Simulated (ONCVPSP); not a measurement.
# Transferability test, ONCV potential for nitrogen (N)

N, optimised norm-conserving Vanderbilt (ONCV), made with ONCVPSP 4.0.1 (LDA (Perdew-Zunger), scalar-relativistic). Core [He], reference 2s2 2p3. Waves: 2s: rc 1.05 bohr, ncon 3, nbas 6, qcut 7.3 1/bohr, 2 projectors, debl 0.5 Ha; 2p: rc 1.45 bohr, ncon 3, nbas 6, qcut 17 1/bohr, 2 projectors, debl 2.7 Ha; d scattering state at 0.13 Ha: rc 1.25 bohr, ncon 3, nbas 6, qcut 8.1 1/bohr, 3 projectors, debl 3.4 Ha. Local part: polynomial inside 0.75 bohr (lpopt 5, dvloc0 3 Ha). Core correction: Teter function, fcfact 2.25, rcfact 1.6.

In the s channel the program set the typed energies aside and used -0.677, 0.250 Ha.

Energies are relative to the spin-unpolarised reference configuration 2s2 2p3; without spin polarisation the order of configurations can differ from experiment.

```
valence configuration  charge  ΔE all-electron (eV)  error AE − PS (meV)
              2s2 2p1      +2                42.702                  +72
              2s2 2p0      +3                89.866                 +307
```

Question: What are ΔE and the potential's error for 2s2 2p2.5?

Answer: ΔE = 5.167 eV all-electron; the error (AE − PS) is +1.0 meV.

Question: What are ΔE and the potential's error for 2s2 2p2?

Answer: ΔE = 13.732 eV all-electron; the error (AE − PS) is +7.7 meV.

Levels in the configuration 2s2 2p1:

| level | all-electron (eV) | pseudo (eV) |
| --- | --- | --- |
| 2s | -48.893 | -48.856 |
| 2p | -37.616 | -37.491 |
